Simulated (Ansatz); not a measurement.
Consider the isomerisation: `CO[SiH2][AlH][CH3]` → `CO[CH2][AlH][SiH3]`.

Isolated molecules relaxed with PBE0-D4/def2-TZVP in Ansatz; ΔE leaves out vibrations. CCSD(T)/CBS adds triple-zeta CCSD(T) − MP2 to the extrapolated MP2 energy (def2 sets, frozen cores). DFT in def2-TZVPP. B3LYP here is the variant with VWN-RPA as its local correlation; programs differ in this. One conformer a species, not always the lowest.

```csv
level,ΔE (kJ/mol),difference from CCSD(T)/CBS
r2SCAN-D4,172.5,-5.1
PBE0-D4,166.8,-10.8
B3LYP-D4,172.1,-5.5
PBE0,167.5,-10.1
B3LYP,173.4,-4.2
HF/def2-TZVPP,185.3,7.7
MP2/def2-TZVPP,182.4,4.8
CCSD/def2-TZVPP,175.6,-2.0
CCSD(T)/def2-TZVPP,173.1,-4.5
MP2/CBS(def2),186.9,9.3
CCSD(T)/CBS,177.6,0
```

Largest T1 diagnostic among the species: 0.012.

From PBE to PBE0 (25 % exact exchange), in def2-TZVPP and without D4, ΔE moves by +7.0 kJ/mol.
